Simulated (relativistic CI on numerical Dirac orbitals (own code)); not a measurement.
# Cs XXXIV: q coefficients and field-shift factors

Computed by Dirac-Coulomb-Breit CI, KLI orbitals optimised for each configuration, derivatives by finite differences, unscaled Slater integrals, QED left out (own radial code, finite nucleus).

CI space (outside the closed core [Ne] 3s2): 3p6 3d4, 3p5 3d5, 3p6 3d3 4p, 3p6 3d2 4s 4p, 3p6 3d2 4s2, 3p6 3d 4s2 4p. Double excitations out of closed p, d and f shells are left out; levels of such configurations are missing from the list, as are those of other unlisted configurations, and high levels can miss mixing partners.

With x = (α/α₀)² − 1 an excitation energy changes as ω = ω₀ + qx; K = 2q/ω₀ is the relative enhancement. Terms are leading LS components, so labels can repeat. The field-shift factor is F = δν/δ⟨r²⟩ for the transition from the lowest level.

Lowest level 3p6 3d4 3P_0.

```
       Level  ω₀ (cm⁻¹)  q (cm⁻¹)     K  F (GHz/fm²)
3p6 3d4 5D_1      86722    130600  3.01          1.2
3p6 3d4 5D_2     138144    175800  2.55         1.67
3p6 3d4 3F_4     156723    133000   1.7         1.39
3p6 3d4 5D_3     164178    177000  2.16         1.74
3p6 3d4 5D_0     234890    245300  2.09         2.42
3p6 3d4 3H_4     242995    253100  2.08         2.51
3p6 3d4 3G_3     265510    231600  1.74         2.39
3p6 3d4 3F_2     266309    211900  1.59         2.24
3p6 3d4 3H_5     282679    247700  1.75         2.57
3p6 3d4 3H_6     297715    248700  1.67         2.62
3p6 3d4 3P_1     298740    265000  1.77         2.72
3p6 3d4 3G_4     326859    257200  1.57         2.74
3p6 3d4 3D_2     337526    258500  1.53         2.77
```

At this charge energies of transitions that change n are usually good to better than 1 %, and those within a shell (Δn = 0) to a few per cent. Terms inside the open d or f shell come out 10 to 20 % too wide with unscaled integrals.
